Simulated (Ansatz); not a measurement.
Consider the redistribution: `O[Si](F)([SiH3])S` + `[F][Zr]([Cl])([Cl])[Cl]` → `O[Si](F)([SiH3])Cl` + `[F][Zr]([SH])([Cl])[Cl]`.

Isolated molecules relaxed with PBE0-D4/def2-TZVP in Ansatz; ΔE leaves out vibrations. CCSD(T)/CBS adds triple-zeta CCSD(T) − MP2 to the extrapolated MP2 energy (def2 sets, frozen cores). DFT in def2-TZVPP. Elements past krypton have def2 core potentials. For Zr outer-core shells are correlated without core-valence functions, which leaves a few kJ/mol of doubt a bond. One conformer a species, not always the lowest.

`O[Si](F)([SiH3])S`:

```xyz
10

O    -0.560   -1.747    0.826
Si    0.131   -0.663   -0.175
F     1.653   -1.051   -0.489
Si    0.085    1.422    0.870
S    -0.911   -0.736   -2.037
H    -0.731   -2.632    0.495
H     0.698    2.420   -0.047
H    -1.327    1.800    1.132
H     0.844    1.398    2.148
H     0.118   -0.210   -2.722
```

`[F][Zr]([Cl])([Cl])[Cl]`:

```xyz
5

F    -0.534    1.140   -1.501
Zr   -0.022    0.047   -0.062
Cl    2.259    0.288    0.302
Cl   -1.195    0.689    1.837
Cl   -0.508   -2.165   -0.576
```

`O[Si](F)([SiH3])Cl`:

Cartesian coordinates in Å:
```
O -0.194 -1.725 -0.858
Si -0.720 -0.444 -0.009
F -1.368 -0.929 1.364
Si 1.063 1.003 0.384
Cl -2.242 0.493 -1.019
H -0.829 -2.324 -1.255
H 1.574 1.495 -0.920
H 0.577 2.145 1.199
H 2.141 0.287 1.113
```

`[F][Zr]([SH])([Cl])[Cl]`:

Z-matrix (Å, degrees):
```
Zr
S 1 2.422
Cl 1 2.329 2 109.1
F 1 1.880 2 106.9 3 -120.3
Cl 1 2.329 2 109.2 3 119.4
H 2 1.349 1 89.6 3 120.6
```

| level | ΔE (eV) |
| --- | --- |
| ωB97X-V | 0.27 |
| r2SCAN | 0.26 |
| PBE0 | 0.26 |
| HF/CBS(def2) | 0.28 |

Question: What does CCSD(T)/CBS give? (An estimate is asked.)

Answer: The calculation gave: +0.24 eV. The listed levels differ from it by 0.03, 0.02, 0.02, 0.04 eV.

Largest T1 diagnostic among the species: 0.017.

In def2-TZVPP, CCSD(T) changes the Hartree–Fock value by −0.04 eV (the triples alone add −0.01 eV) and MP2 by −0.06 eV.
